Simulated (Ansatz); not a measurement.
Sn₂Br₄⁻. The state is a doublet with charge -1. Geometry PBE0-D4/def2-SVP, that of the neutral singlet; atoms count from 1.

```xyz
6

Sn    1.499   -0.206   -0.388
Sn   -2.217   -0.281    0.374
Br    0.004   -0.044    1.997
Br   -1.391   -2.531   -0.574
Br   -0.731    1.144   -1.464
Br    2.836    1.917    0.056
```

In the def2 sets Sn takes a core potential; there is no spin–orbit coupling. The highest occupied level of the charge -1 doublet lies above zero (up to 0.51 eV). By energy differences its removal costs 0.96 eV (vertical, to the charge 0 singlet, at PBE0-D4/def2-SVP); self-interaction error and the lack of diffuse functions both raise the level. The structure comes from a short search, and lower isomers may exist.

Question: Estimate the Mulliken populations from the PBE0/def2-SVP orbitals of Ansatz.

Answer: 
| atom | charge (e) | spin (α − β) |
| --- | --- | --- |
| Sn1 | 0.34 | 0.52 |
| Sn2 | 0.29 | 0.51 |
| Br3 | -0.37 | -0.02 |
| Br4 | -0.44 | 0.00 |
| Br5 | -0.37 | -0.02 |
| Br6 | -0.46 | 0.01 |
Mulliken values and Mayer orders depend strongly on the basis.

Question: Where does the spin sit?

Answer: Summed by element: Sn 1.02, Br -0.02, of 1 unpaired in all. Largest on single atoms: Sn1 0.52, Sn2 0.51, Br5 -0.02.

Question: And the Mayer bond orders between bonded heavy atoms (over 0.3)?

Answer: Sn1–Br3 0.44 (2.82 Å); Sn1–Br5 0.44 (2.82 Å); Sn1–Br6 0.86 (2.55 Å); Sn2–Br3 0.53 (2.76 Å); Sn2–Br4 0.82 (2.58 Å); Sn2–Br5 0.53 (2.76 Å). Values over 0.3 also appear between atoms too far apart for a bond (Sn1–Sn2 0.37 at 3.79 Å); they arise where an orbital or an unpaired electron spreads over both atoms.
